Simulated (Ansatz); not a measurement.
Calculated with Ansatz (gas phase, PBE0-D4/def2-TZVP geometries, no zero-point term in ΔE). CCSD(T)/CBS adds triple-zeta CCSD(T) − MP2 to the extrapolated MP2 energy (def2 sets, frozen cores). For Ge outer-core shells are correlated without core-valence functions, which leaves a few kJ/mol of doubt a bond. Scalar relativity is left out up to krypton. One conformer a species, not always the lowest.

`O[SiH2][SiH2]Cl` + `B[CH2][GeH2][SiH3]` → `O[SiH2][SiH]([SiH3])Cl` + `B[CH2][GeH3]`  (redistribution)

`O[SiH2][SiH2]Cl`:

Z-matrix (Å, degrees):
```
Si
Si 1 2.349
O 1 1.649 2 108.5
H 1 1.490 2 108.1 3 121.9
H 1 1.483 2 112.3 3 -117.8
Cl 2 2.078 1 104.0 3 -42.4
H 2 1.485 1 114.2 3 73.8
H 2 1.485 1 114.4 3 -159.7
H 3 0.960 1 116.5 2 44.0
```

`B[CH2][GeH2][SiH3]`:

Cartesian coordinates in Å:
```
B 0.219 1.471 0.757
C -0.683 0.538 1.543
Ge -0.232 -1.045 0.368
Si 0.474 -0.498 -1.850
H -0.211 2.081 -0.183
H 1.393 1.530 0.992
H -0.381 0.225 2.542
H -1.761 0.662 1.460
H -1.521 -1.880 0.266
H 0.855 -1.866 1.079
H -0.613 0.217 -2.567
H 0.760 -1.773 -2.562
H 1.702 0.336 -1.846
```

`O[SiH2][SiH]([SiH3])Cl`:

```xyz
12

O    -1.485   -0.615   -2.541
Si   -1.470    0.015   -1.018
Si    0.754    0.207   -0.287
Si    1.041    0.353    2.030
Cl    1.633   -1.571   -0.943
H    -0.882   -1.343   -2.708
H    -2.149    1.333   -1.088
H    -2.199   -0.851   -0.048
H     1.479    1.311   -0.972
H     2.486    0.368    2.376
H     0.387   -0.812    2.681
H     0.405    1.606    2.519
```

`B[CH2][GeH3]`:

Cartesian coordinates in Å:
```
B 0.894 -0.553 -1.101
C 0.771 -0.260 0.392
Ge -1.056 0.528 0.524
H 0.496 -1.590 -1.553
H 1.308 0.282 -1.854
H 1.424 0.517 0.794
H 0.730 -1.123 1.059
H -2.119 -0.502 0.114
H -1.181 1.774 -0.366
H -1.269 0.928 1.992
```

```csv
species,MP2/def2-TZVPP energy (Eh)
`O[SiH2][SiH2]Cl`,-1115.97942
`B[CH2][GeH2][SiH3]`,-2432.78312
`O[SiH2][SiH]([SiH3])Cl`,-1406.21057
`B[CH2][GeH3]`,-2142.54644
```

Work out ΔE.

ΔE = (-1406.21057) + (-2142.54644) − (-1115.97942) − (-2432.78312) = 0.00553 Eh = +14.5 kJ/mol. CCSD(T)/CBS gives +11.5 kJ/mol.

Largest T1 diagnostic among the species: 0.012.

In def2-TZVPP, CCSD(T) changes the Hartree–Fock value by +9.8 kJ/mol (the triples alone add +1.1 kJ/mol) and MP2 by +12.4 kJ/mol.
